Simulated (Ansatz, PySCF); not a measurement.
PySCF was given this input:
```python
from pyscf import gto, scf

mol = gto.M(
    atom='''
Mg    0.00000000    0.00000000    0.00000000
F     0.00000000    0.00000000    1.79816197
F    -0.00000000   -0.00000000   -1.79816197
''',
    basis='cc-pvdz',
    charge=-1,
    spin=1,
    verbose=4,
)

mf = scf.UHF(mol)
mf.kernel()
```

Task: Write the same job for Ansatz (a first-principles code).

Result: This is not unique; one that fits is 
Ansatz 0.2 input:
```yaml
crystal:
  periodic: [false, false, false]
  atoms:
    - {symbol: Mg, position_ang: [0.00000000, 0.00000000, 0.00000000]}
    - {symbol: F, position_ang: [0.00000000, 0.00000000, 1.79816197]}
    - {symbol: F, position_ang: [-0.00000000, -0.00000000, -1.79816197]}
basis:
  gaussian:
    orbitals: cc-pVDZ
hamiltonian:
  xc: hf
total_charge: -1
magnetization: {spin_polarized: true, initial_magnetization: 1}
accuracy: high
```

Both were run: PySCF gave -398.605185 Eh and Ansatz -398.604505 Eh, 0.680 mEh apart.
